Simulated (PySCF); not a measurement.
BH3, SMILES B. Coordinates come from a PBE-D3(BJ)/def2-TZVPD optimisation. The isomer is the one that the SMILES or the coordinates give; other isomers of the formula were not compared.

The numbers are results of PBE-D3(BJ)/def2-TZVPD in PySCF, not measurements.

Harmonic wavenumbers (cm⁻¹): 1123, 1153, 1153, 2501, 2638, 2639. Rotational constants (GHz): 232.3, 232.3, 116.2; symmetry number 6.

Q: Work out the zero-point energy and the ideal-gas rigid-rotor harmonic-oscillator thermochemistry at 298.15 K and 1 atm.

A: ZPE = ½ Σ hcν = ½ × 11207 cm⁻¹ = 67.04 kJ/mol. H − E(el) = 77.12 kJ/mol. Entropy in J/(mol K): translation 141.51, rotation 46.20, vibration 0.66, total 188.37. G − E(el) = 20.96 kJ/mol. Cp = 36.35 J/(mol K).
